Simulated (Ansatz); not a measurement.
Two members of one family (Series BCl2X), computed with Ansatz in the gas phase. The two geometries come from different levels. Binding counts from free atoms in the multiplicity of their measured ground term, without zero-point energy. A dash marks a value that wasn't run or was left out as unsound. The structures are stationary points that may keep the symmetry of their start. Remarks come from the PBE and PBE0 runs and from stability tests at other levels; not every state was tested. HOMO above LUMO (over both spins in singlets and doublets, within one spin in higher multiplets; at PBE or PBE0), or a gap under 0.15 eV within one spin, warns that the state may not be the lowest or that an electron is smeared out.

First: BCl2(SMe) (singlet, charge 0, PBE0-D4/def2-SVP geometry).

```xyz
8

B    -0.1484   -0.9199    1.2092
Cl   -1.8140   -0.9719    0.6557
Cl    0.3199   -1.8295    2.6327
S     1.1172    0.0249    0.3845
C     0.2491    0.8009   -1.0066
H    -0.1833    0.0415   -1.6704
H     1.0022    1.3812   -1.5549
H    -0.5426    1.4728   -0.6503
```

```csv
level,HOMO (eV),LUMO (eV),gap (eV),vertical IE (eV),binding per atom (eV)
BLYP-D4/def2-TZVP,-6.40,-1.83,4.57,–,3.73
r2SCAN-D4/def2-TZVP,-6.84,-1.78,5.06,9.69,3.81
B97M-V/def2-TZVP,-6.91,-1.65,5.26,–,3.82
B3LYP-D4/6-31G,-7.66,-1.31,6.34,–,3.49
PBE0-D4/def2-TZVP,-7.76,-1.14,6.61,9.79,3.81
```

Second: BCl2(OMe) (singlet, charge 0, B3LYP-D4/def2-SVP geometry).

```tsv
atom	x (Å)	y (Å)	z (Å)
B1	0.6928	1.0958	-0.1843
Cl2	2.1365	0.4002	0.5847
Cl3	0.7611	2.7495	-0.7974
O4	-0.4461	0.4185	-0.3205
C5	-0.7201	-0.9075	0.1005
H6	-1.1121	-1.4716	-0.7592
H7	-1.4917	-0.8779	0.8849
H8	0.1795	-1.4070	0.4913
```

Q: Estimate how these quantities change from the first to the second (second minus first).

A: 
```
              level  Δ HOMO (eV)  Δ LUMO (eV)  Δ gap (eV)  Δ vertical IE (eV)  Δ binding per atom (eV)
  BLYP-D4/def2-TZVP        -0.89         0.76        1.65                   –                     0.29
r2SCAN-D4/def2-TZVP        -0.99         0.87        1.86                1.15                     0.27
   B97M-V/def2-TZVP        -1.03         0.87        1.90                   –                     0.25
     B3LYP-D4/6-31G        -0.97         0.90        1.87                   –                     0.30
  PBE0-D4/def2-TZVP        -1.15         0.89        2.04                1.36                     0.26
```

Remarks: gap within one spin near zero at PBE or PBE0 (+1 doublet).
